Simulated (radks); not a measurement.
Neutral nitrogen inside a hard spherical wall (all orbitals vanish at R), configuration held at [He] 2s2 2p3 and not refilled when levels cross. All-electron calculation, non-relativistic Kohn-Sham, LDA (Slater exchange, VWN5 correlation), spin-polarised, spherical densities, point nucleus; open shells are filled with parallel spins first. Program: a radial shooting solver on a logarithmic mesh with Libxc functionals. Eigenvalues in eV for spin up, with the zero of energy where the potential of the charges vanishes at infinity; a dash marks a level that is unbound or too diffuse for the functional's potential to be trusted. A positive occupied level is held by the wall or, in an anion where self-interaction has pushed it up, behind a barrier. The pressure on the wall is -dE/dV.

R (bohr)  E (hartree)  kinetic (hartree)    e(1s)    e(2s)   e(2p)  e(3s, empty)  e(3p, empty)  pressure (GPa)
free        -54.13680             53.861  -380.84  -19.613  -8.404        -0.144             -               0
20          -54.13680             53.861  -380.84  -19.613  -8.404        -0.116         0.534        < 0.0001
15          -54.13680             53.861  -380.84  -19.613  -8.404        -0.040         0.862        < 0.0001
12          -54.13680             53.861  -380.84  -19.613  -8.404         0.117         1.291        < 0.0001
10          -54.13680             53.861  -380.84  -19.612  -8.404         0.391         1.864        0.000108
7           -54.13644             53.865  -380.80  -19.583  -8.372         1.927         4.289          0.0274
6           -54.13500             53.877  -380.67  -19.499  -8.279         3.514         6.403           0.191
5           -54.12741             53.929  -380.19  -19.194  -7.933         6.927        10.490            1.47
3.5         -54.01122             54.523  -376.12  -16.665  -4.998        24.059        28.170            43.3
3           -53.82188             55.308  -371.72  -13.768  -1.703        39.803        43.002             154
